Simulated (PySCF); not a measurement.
3-hydroxybenzoic acid, C₇H₆O₃.
Numbering: `[O:1]=[C:2]([OH:3])[c:4]1[cH:5][cH:6][cH:7][c:8]([OH:9])[cH:10]1` (hydrogens: H11 on O3; H12 on C5; H13 on C6; H14 on C7; H15 on O9; H16 on C10)

The same species was optimised twice, with GFN2-xTB and with PBE0-D3(BJ)/def2-SVP (PySCF), and the same property calculations (PySCF, gas phase) were run on both structures.

```json
{"coordinate": "C5–C6 (Å)", "GFN2-xTB": "1.384", "PBE0-D3(BJ)/def2-SVP": "1.394", "change": "+0.010"}
{"coordinate": "C8–O9 (Å)", "GFN2-xTB": "1.356", "PBE0-D3(BJ)/def2-SVP": "1.348", "change": "-0.008"}
{"coordinate": "C6–C7 (Å)", "GFN2-xTB": "1.382", "PBE0-D3(BJ)/def2-SVP": "1.390", "change": "+0.008"}
{"coordinate": "C2–C4 (Å)", "GFN2-xTB": "1.478", "PBE0-D3(BJ)/def2-SVP": "1.486", "change": "+0.008"}
{"coordinate": "C8–C10 (Å)", "GFN2-xTB": "1.386", "PBE0-D3(BJ)/def2-SVP": "1.394", "change": "+0.008"}
{"coordinate": "C7–C8 (Å)", "GFN2-xTB": "1.394", "PBE0-D3(BJ)/def2-SVP": "1.401", "change": "+0.007"}
{"coordinate": "C4–C5 (Å)", "GFN2-xTB": "1.391", "PBE0-D3(BJ)/def2-SVP": "1.397", "change": "+0.006"}
{"coordinate": "C4–C10 (Å)", "GFN2-xTB": "1.392", "PBE0-D3(BJ)/def2-SVP": "1.398", "change": "+0.006"}
{"coordinate": "C2–O3 (Å)", "GFN2-xTB": "1.342", "PBE0-D3(BJ)/def2-SVP": "1.340", "change": "-0.002"}
{"coordinate": "O1=C2 (Å)", "GFN2-xTB": "1.207", "PBE0-D3(BJ)/def2-SVP": "1.206", "change": "-0.001"}
{"coordinate": "O9–C8–C10 (°)", "GFN2-xTB": "122.2", "PBE0-D3(BJ)/def2-SVP": "122.7", "change": "+0.5"}
{"coordinate": "C7–C8–O9 (°)", "GFN2-xTB": "118.3", "PBE0-D3(BJ)/def2-SVP": "117.8", "change": "-0.5"}
{"coordinate": "O1–C2–O3 (°)", "GFN2-xTB": "121.8", "PBE0-D3(BJ)/def2-SVP": "122.3", "change": "+0.5"}
{"coordinate": "C2–C4–C10 (°)", "GFN2-xTB": "117.6", "PBE0-D3(BJ)/def2-SVP": "117.1", "change": "-0.5"}
{"coordinate": "O3–C2–C4 (°)", "GFN2-xTB": "113.6", "PBE0-D3(BJ)/def2-SVP": "113.2", "change": "-0.4"}
{"coordinate": "C5–C4–C10 (°)", "GFN2-xTB": "120.3", "PBE0-D3(BJ)/def2-SVP": "120.6", "change": "+0.3"}
{"coordinate": "C4–C5–C6 (°)", "GFN2-xTB": "119.3", "PBE0-D3(BJ)/def2-SVP": "119.0", "change": "-0.3"}
{"coordinate": "C2–C4–C5 (°)", "GFN2-xTB": "122.1", "PBE0-D3(BJ)/def2-SVP": "122.3", "change": "+0.2"}
{"coordinate": "O1–C2–C4–C5 (°)", "GFN2-xTB": "180", "PBE0-D3(BJ)/def2-SVP": "-179", "change": "+1"}
```

Rotational constants: A = 2720, B = 952.3, C = 705.3 MHz (GFN2-xTB) against A = 2706, B = 947.9, C = 702.0 MHz (PBE0-D3(BJ)/def2-SVP). Point groups within 0.08 Å: Cs and Cs.

On the GFN2-xTB structure: HOMO (eV) -6.93 [PBE0/pcSseg-1]; LUMO (eV) -1.51 [PBE0/pcSseg-1]; dipole (D) 0.80 [PBE0/pcSseg-1]; GIAO shielding of O1 (ppm) -76.5 [PBE0/pcSseg-1]; GIAO shielding of C2 (ppm) 15.9 [PBE0/pcSseg-1]; GIAO shielding of O3 (ppm) 135.7 [PBE0/pcSseg-1]; GIAO shielding of C4 (ppm) 52.7 [PBE0/pcSseg-1]; GIAO shielding of C5 (ppm) 59.2 [PBE0/pcSseg-1]; GIAO shielding of C6 (ppm) 51.5 [PBE0/pcSseg-1]; GIAO shielding of C7 (ppm) 61.3 [PBE0/pcSseg-1]; GIAO shielding of C8 (ppm) 23.2 [PBE0/pcSseg-1].

Question: What do these properties become on the PBE0-D3(BJ)/def2-SVP structure?

Answer: 
```csv
property,level,on GFN2-xTB,on PBE0-D3(BJ)/def2-SVP,change
HOMO (eV),PBE0/pcSseg-1,-6.93,-6.89,+0.04
LUMO (eV),PBE0/pcSseg-1,-1.51,-1.51,0.00
dipole (D),PBE0/pcSseg-1,0.80,0.69,-0.11
"energy, GFN2-xTB geometry as zero (kcal/mol)",PBE0/pcSseg-1,0.0,-0.3,-0.3
GIAO shielding of O1 (ppm),PBE0/pcSseg-1,-76.5,-71.1,+5.4
GIAO shielding of C2 (ppm),PBE0/pcSseg-1,15.9,15.6,-0.3
GIAO shielding of O3 (ppm),PBE0/pcSseg-1,135.7,133.6,-2.1
GIAO shielding of C4 (ppm),PBE0/pcSseg-1,52.7,50.9,-1.8
GIAO shielding of C5 (ppm),PBE0/pcSseg-1,59.2,57.5,-1.7
GIAO shielding of C6 (ppm),PBE0/pcSseg-1,51.5,49.0,-2.5
GIAO shielding of C7 (ppm),PBE0/pcSseg-1,61.3,59.1,-2.2
GIAO shielding of C8 (ppm),PBE0/pcSseg-1,23.2,22.5,-0.7
```

The heavy atoms differ by 0.012 Å rms after alignment. Among bonds between heavy atoms C5–C6 changes most (+0.010 Å). Changes are differences of the printed values. Neither structure is proved a minimum here.

Conformer computed: `[O:1]=[C:2]([OH:3])[c:4]1[cH:5][cH:6][cH:7][c:8]([OH:9])[cH:10]1`: O1–C2–C4–C5 -179°, H–O3–C2–O1 0°, H–O9–C8–C7 180°.
